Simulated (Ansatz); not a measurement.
C3H9BO3, triplet, geometry from GFN2-xTB (a higher spin typed on purpose: for a closed-shell molecule this is an excited state); CCSD(T)/STO-3G (Ansatz, a quantum-chemistry and plane-wave program).

The Ansatz input:
Ansatz 0.2 input:
```yaml
crystal:
  periodic: [false, false, false]
  atoms:
    - {symbol: B, position_ang: [-0.50037593, 0.35513547, 0.52856543]}
    - {symbol: O, position_ang: [0.88825787, 0.87656239, 0.24811179]}
    - {symbol: C, position_ang: [1.08572997, 2.22826773, 0.07685660]}
    - {symbol: H, position_ang: [0.86040822, 2.79175450, 0.99271732]}
    - {symbol: H, position_ang: [2.12597834, 2.38737002, -0.22267060]}
    - {symbol: H, position_ang: [0.43259254, 2.61507008, -0.71802856]}
    - {symbol: O, position_ang: [-0.43931359, -0.97239146, 1.10454057]}
    - {symbol: C, position_ang: [0.71266937, -1.72533019, 0.93342794]}
    - {symbol: H, position_ang: [1.58828818, -1.15805606, 1.27703718]}
    - {symbol: H, position_ang: [0.60419229, -2.65897979, 1.48994227]}
    - {symbol: H, position_ang: [0.89283781, -1.95286996, -0.13068918]}
    - {symbol: O, position_ang: [-0.99676070, 0.32710654, -0.91042295]}
    - {symbol: C, position_ang: [-1.14672262, -0.85682507, -1.59046218]}
    - {symbol: H, position_ang: [-0.16750167, -1.31479700, -1.82019329]}
    - {symbol: H, position_ang: [-1.73558629, -1.58554706, -1.01973395]}
    - {symbol: H, position_ang: [-1.62685866, -0.62651693, -2.54797756]}
basis:
  gaussian:
    orbitals: STO-3G
magnetization: {spin_polarized: true, initial_magnetization: 2}
correlation: {method: ccsd_t}
```

Output, abridged:

```
Functional definition: HF
638 factors; integrals over basis functions are off by at most 3.6e-5 eV
mean field evaluation 1: about -9880.4334 eV, gradient 2.2e1 eV
mean field evaluation 2: about -9880.8798 eV, gradient 2.2e1 eV
mean field evaluation 4: about -9885.3535 eV, gradient 2.9e0 eV
mean field evaluation 8: about -9885.5904 eV, gradient 9.9e-1 eV
mean field evaluation 16: about -9880.8813 eV, gradient 2.2e1 eV
mean field evaluation 32: about -9885.5075 eV, gradient 1.3e-3 eV
mean field evaluation 64: about -9884.5503 eV, gradient 2.0e0 eV
mean field evaluation 96: about -9879.2327 eV, gradient 2.3e1 eV
mean field evaluation 128: about -9884.2743 eV, gradient 3.3e0 eV
mean field evaluation 160: about -9886.0463 eV, gradient 8.7e-4 eV
mean field evaluation 192: about -9882.5458 eV, gradient 2.3e0 eV
mean field evaluation 224: about -9883.2488 eV, gradient 1.1e1 eV
mean field evaluation 256: about -9884.5794 eV, gradient 2.9e0 eV
mean field -9886.04634872 eV, -363.3055023125 hartree, gradient 2.1e-6 eV, S^2 2.006640; 11 other end points of the search recorded, 0 dependent functions left out
determinant -9886.04634872 eV, -363.3055023125 hartree, with singles and doubles -9896.02065318 eV, -363.6720512405 hartree
determinant -9885.81494164 eV, -363.2969982593 hartree, with singles and doubles -9895.91334520 eV, -363.6681077453 hartree
determinant -9885.50745937 eV, -363.2856984941 hartree, with singles and doubles -9896.17532136 eV, -363.6777351914 hartree
determinant -9885.09747982 eV, -363.2706320237 hartree, with singles and doubles -9895.26456963 eV, -363.6442656825 hartree
determinant -9884.87802437 eV, -363.2625671845 hartree, with singles and doubles -9895.67313963 eV, -363.6592803531 hartree
determinant -9884.43422361 eV, -363.2462578076 hartree, with singles and doubles -9895.14078290 eV, -363.6397166043 hartree
determinant -9886.04634872 eV, -363.3055023125 hartree, with singles and doubles -9896.13207214 eV, -363.6761458120 hartree
determinant -9885.81494164 eV, -363.2969982593 hartree, with singles and doubles -9896.09416513 eV, -363.6747527551 hartree
determinant -9885.50745937 eV, -363.2856984941 hartree, with singles and doubles -9896.17501073 eV, -363.6777237758 hartree
determinant -9884.87802437 eV, -363.2625671845 hartree, with singles and doubles -9896.09110411 eV, -363.6746402644 hartree
7 core orbitals not correlated
reference -9885.50745937 eV, -363.2856984941 hartree; 22, 20 occupied and 15, 17 virtual orbitals, 638 factors
second order -8.24493779 eV of doubles, -0.00000000 eV of singles
cycle   1  -8.97460503 eV  change    -2.2e0 eV  update   1.1e-1
cycle   2  -9.85796997 eV  change   -8.8e-1 eV  update   5.5e-2
cycle   3  -10.62487289 eV  change   -7.7e-1 eV  update   3.2e-2
cycle   4  -10.63295227 eV  change   -8.1e-3 eV  update   1.3e-2
cycle   5  -10.66786204 eV  change   -3.5e-2 eV  update   8.4e-3
cycle   6  -10.63925742 eV  change    2.9e-2 eV  update   5.3e-3
cycle   7  -10.66351225 eV  change   -2.4e-2 eV  update   3.3e-3
cycle   8  -10.66789646 eV  change   -4.4e-3 eV  update   1.9e-3
cycle   9  -10.66284704 eV  change    5.0e-3 eV  update   1.3e-3
cycle  10  -10.66670676 eV  change   -3.9e-3 eV  update   9.4e-4
cycle  11  -10.66647698 eV  change    2.3e-4 eV  update   7.4e-4
cycle  12  -10.66748970 eV  change   -1.0e-3 eV  update   5.0e-4
cycle  13  -10.66735065 eV  change    1.4e-4 eV  update   2.7e-4
cycle  14  -10.66765140 eV  change   -3.0e-4 eV  update   1.3e-4
cycle  15  -10.66763723 eV  change    1.4e-5 eV  update   7.7e-5
cycle  16  -10.66749497 eV  change    1.4e-4 eV  update   5.0e-5
cycle  17  -10.66753278 eV  change   -3.8e-5 eV  update   3.1e-5
cycle  18  -10.66755722 eV  change   -2.4e-5 eV  update   1.7e-5
cycle  19  -10.66754866 eV  change    8.6e-6 eV  update   1.1e-5
perturbative correction -0.22417817 eV, -0.0082383957 hartree
WARN: these amplitudes may be one of several solutions (largest doubles amplitude 0.06, level shift 7.41 eV)
Total energy: -9896.39918620 eV, -363.6859620725 hartree
```
